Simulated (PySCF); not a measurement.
Two species compared at the same levels of theory.

First species: C4H11NO3Si2.
SMILES: `NC(=O)CCOC(=O)[SiH2][SiH3]`

Second species: C4H9FO3Si.
SMILES with atom numbers: `[CH3:1][O:2][C:3](=[O:4])[O:5][SiH2:6][C@@H:7]([CH3:8])[F:9]` (hydrogens: H10, H11, H12 on C1; H13, H14 on Si6; H15 on C7; H16, H17, H18 on C8)

Levels: PBE0/pcSseg-1 for HOMO energy, LUMO energy and HOMO–LUMO gap. Geometries: GFN2-xTB. Each structure is a single optimised conformer of the isolated species, non-relativistic unless stated; the electronic structure was computed with PySCF and density fitting.

The conformers computed, where there is a choice (atom-mapped SMILES and torsion angles):
- `[CH3:1][O:2][C:3](=[O:4])[O:5][SiH2:6][C@@H:7]([CH3:8])[F:9]`: C1–O2–C3–O4 0°, O2–C3–O5–Si6 179°, C3–O5–Si6–C7 179°, O5–Si6–C7–C8 63°

The conformers of `NC(=O)CCOC(=O)[SiH2][SiH3]` aren't listed.

```tsv
property	column X	column Y
HOMO energy	-7.14 eV	-8.42 eV
LUMO energy	-1.16 eV	0.34 eV
HOMO–LUMO gap	5.98 eV	8.76 eV
```

(1) Which column belongs to which species?

(2) How does each property change from the first species to the second?

Answers

(1) Column X is the first species and column Y the second. The first has 21 atoms and 94 electrons, the second 18 and 80.

(2) HOMO energy -1.28 eV; LUMO energy +1.50 eV; HOMO–LUMO gap +2.78 eV.

